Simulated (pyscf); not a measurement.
Structures and frequencies: ωB97X-D3(BJ)/def2-SVP in PySCF. Correlated levels are frozen-core, on RHF or UHF. ΔMP2 is the change of the MP2 total energy from the triple- to the quadruple-zeta basis. Singlets are restricted, triplets unrestricted.

Singlet (Å):
```xyz
8

C     -1.2083     0.0329     0.2999
C      0.0882    -0.2437    -0.4763
C     -0.2859     1.0068    -1.2775
O     -1.4652     1.1050    -0.4373
H      0.0838    -1.2042    -1.0146
H      0.9950    -0.1880     0.1458
H      0.3517     1.8966    -1.1659
H     -0.5656     0.8741    -2.3334
```

Triplet (Å):
```xyz
8

C     -0.3296     1.0509    -0.3983
C      0.4744    -0.1231     0.0915
C     -0.9032    -0.4530     0.7135
O     -1.5369     0.7339     0.1642
H      0.8356    -0.8326    -0.6716
H      1.2831     0.0920     0.8098
H     -1.3849    -1.3616     0.3224
H     -0.9346    -0.4311     1.8131
```

**Question.** For these two minima of cyclic C₃H₄O (SMILES [C]1CCO1), which spin state lies lower at CCSD(T)/def2-TZVPP + ΔMP2(QZVPP), and by how much (electronic energies)?

**Answer.** The singlet, by 1.65 eV. Zero-point energy shifts E(triplet) − E(singlet) by 0.00 eV. cyclic C₃H₄O (SMILES [C]1CCO1) [singlet] lies 2.67 eV over its isomer H₃C–CH=C=O, and others may lie lower still (electronic energy, ωB97M-D3(BJ)). 

E(triplet) − E(singlet) by level (eV):

```json
[
 {"level": "ωB97X-D3(BJ)/def2-TZVP", "gap": "+1.61"},
 {"level": "PBE/def2-TZVP", "gap": "+1.45"},
 {"level": "r²SCAN/def2-TZVP", "gap": "+1.20"},
 {"level": "B3LYP-D3(BJ)/def2-TZVP", "gap": "+1.52"},
 {"level": "PBE0-D3(BJ)/def2-TZVP", "gap": "+1.34"},
 {"level": "M06-2X/def2-TZVP", "gap": "+1.49"},
 {"level": "ωB97M-D3(BJ)/def2-TZVP", "gap": "+1.73"},
 {"level": "HF/def2-TZVP", "gap": "+0.74"},
 {"level": "MP2/def2-QZVPP", "gap": "+1.58"},
 {"level": "CCSD/def2-TZVPP", "gap": "+1.53"},
 {"level": "CCSD(T)/def2-TZVPP", "gap": "+1.61"},
 {"level": "CCSD(T)/def2-TZVPP + ΔMP2(QZVPP)", "gap": "+1.65"}
]
```

The triplet is the lowest one reached from the SCF start used. The CCSD(T) − MP2 part came from Ansatz, without density fitting, on the same reference.
